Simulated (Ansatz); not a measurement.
Geometry optimisation, RKS PBE-D4/def2-mTZVP in Ansatz 0.2.0.

The input (input.yaml):

```yaml
crystal:
  periodic: [false, false, false]
  atoms:
    - { symbol: "N", position_ang: [0.428, -1.30642, 0.48503] }
    - { symbol: Ge, position_ang: [-0.17378, 0.16794, -0.16521] }
    - { symbol: H, position_ang: [1.194, -1.18538, 1.14635] }
    - { symbol: H, position_ang: [0.95699, 0.90368, -0.90657] }
    - { symbol: H, position_ang: [-0.73767, 1.35466, 0.75284] }
    - { symbol: H, position_ang: [-1.33401, 0.22048, -1.26975] }
total_charge: -1
basis:
  gaussian: { orbitals: def2-mTZVP }
hamiltonian:
  xc: pbe
  dispersion: d4
relax:
  f_tol: 0.015
  max_steps: 40
```

Command:

```bash
$ ansatz run input.yaml --threads 1 --pin off --max-ram 2048MiB --backend cpu --events-out ev --progress --plain --runs-dir out
```

Problem. Where does it end, and by what steps?

Solution. The forces met the threshold. Limits of this set-up: an anion without diffuse functions, the dipole of an ion depends on the origin. After 5 steps the energy has fallen by 0.352 eV; H4 moved furthest, 0.24 Å.

```json
{"step": "0", "energy less start (eV)": "0.0000", "largest force component (eV/Å)": "2.646", "accepted": "yes"}
{"step": "1", "energy less start (eV)": "-0.3202", "largest force component (eV/Å)": "0.840", "accepted": "yes"}
{"step": "2", "energy less start (eV)": "-0.3461", "largest force component (eV/Å)": "0.274", "accepted": "yes"}
{"step": "3", "energy less start (eV)": "-0.3506", "largest force component (eV/Å)": "0.147", "accepted": "yes"}
{"step": "4", "energy less start (eV)": "-0.3518", "largest force component (eV/Å)": "0.040", "accepted": "yes"}
{"step": "5", "energy less start (eV)": "-0.3519", "largest force component (eV/Å)": "0.006", "accepted": "yes"}
```

```xyz
6
Properties=species:S:1:pos:R:3
N 0.339 -1.400 0.487
Ge -0.105 0.218 -0.170
H 1.111 -1.236 1.166
H 0.954 1.122 -1.008
H -0.685 1.400 0.785
H -1.280 0.051 -1.217
```

Whether the end is a true minimum wasn't checked by a vibrational analysis.

The run took 9 s on 1 thread of Arm Neoverse V1, with other jobs on the host, peak memory 0.11 GiB.
